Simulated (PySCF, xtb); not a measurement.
CH₃Si, SMILES C[Si] (connectivity only; charge and spin as stated), neutral, multiplicity 2.

Geometry optimised at r2SCAN-D4/def2-TZVP. The isomer is the one that the SMILES or the coordinates give; other isomers of the formula were not compared.

Level of theory: IEF-PCM-B3LYP/def2-TZVPD in PySCF.

The values are the electrostatic part of the solvation free energy, E(continuum) − E(gas) at the gas-phase geometry, in a cavity of scaled van der Waals radii (PySCF's table); cavitation and dispersion terms are not included. The dipole moment in vacuum is 1.14 D.

| solvent | ε | ΔG(elec) (kcal/mol) | dipole (D) |
|---|---|---|---|
| water | 78.36 | … | … |
| benzene | 2.27 | -0.8 | 1.34 |
| chloroform | 4.71 | -1.3 | 1.46 |

Some entries are withheld; supply them. (Estimate from the structure and the level; the computed values follow.)


- water, ΔG(elec) (kcal/mol): -1.8
- water, dipole (D): 1.61

For comparison, GFN2-xTB/ALPB(water) (xtb, at the GFN2-xTB geometry, all terms of that model) gives 2.4 kcal/mol.
